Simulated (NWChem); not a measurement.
**Correlation energy of germylsilane (H$_{6}$GeSi)**

SMILES: [GeH3][SiH3]
```xyz
8

Si     0.0617     1.6043     0.0000
Ge    -0.0299    -0.7770     0.0000
H      0.7827     2.0914     1.2154
H      0.7827     2.0914    -1.2154
H     -1.3209     2.1722     0.0000
H     -0.7716    -1.2892     1.2495
H     -0.7716    -1.2892    -1.2495
H      1.3910    -1.3725     0.0000
```
Charge 0, spin multiplicity 1.

All runs are NWChem calculations. The geometry was optimised at PBE0/def2-SVP, a minimum by its harmonic frequencies.

Basis set: def2-SVP. Each correlation energy counts from its own Hartree-Fock reference.

```tsv
method	correlation energy (mHa)	difference from CCSD(T)
MP2	-346.3	+46.8
SCS-MP2	-346.4	+46.8
CR-CCSD[T]	-391.8	+1.4
CR-CCSD(T)	-391.1	+2.1
CCSD	-383.4	+9.8
CCSD+T(CCSD)	-394.1	-0.9
CCSD(T)	-393.2	0.0
```

The values span 47.7 mHa, from CCSD+T(CCSD) (lowest) to MP2 (highest). 

The Hamiltonian is non-relativistic. The correlated methods keep 14 core orbitals frozen. Differences from the coupled-cluster row are differences between methods, not errors against experiment.
